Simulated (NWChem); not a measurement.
# C₄H₆S; SMILES C#CCSC

```xyz
11

C     -0.4929    -2.5023    -0.2923
C      0.1639    -1.5459     0.0565
C      0.9246    -0.3845     0.4854
S      0.4400     1.1721    -0.3318
C     -1.2595     1.3142     0.2537
H     -1.0647    -3.3556    -0.6070
H      1.9915    -0.5131     0.2414
H      0.8576    -0.2642     1.5799
H     -1.6818     2.2084    -0.2257
H     -1.3050     1.4438     1.3459
H     -1.8544     0.4379    -0.0444
```
Atoms are numbered in this order, from 1.

Program: NWChem. Pople sets run with spherical d functions. Coordinates come from a PBE0/def2-SVP optimisation. Total energies compare along this basis series because the functional is fixed.

| level | basis functions | energy (Ha) | highest occupied level (eV) | orbital gap (eV) | dipole (D) |
|---|---|---|---|---|---|
| B3LYP/STO-3G | 35 | -547.8438 | -3.21 | 7.35 | 0.65 |
| B3LYP/3-21G | 61 | -551.3369 | -6.20 | 6.80 | 1.55 |
| B3LYP/6-31G* | 86 | -554.1420 | -6.13 | 6.61 | 1.43 |
| B3LYP/6-311G** | 134 | -554.2220 | ___ | ___ | 1.39 |

### Question
Fill in the missing entries.

### Answer

- B3LYP/6-311G**, highest occupied level (eV): -6.35
- B3LYP/6-311G**, orbital gap (eV): 6.44
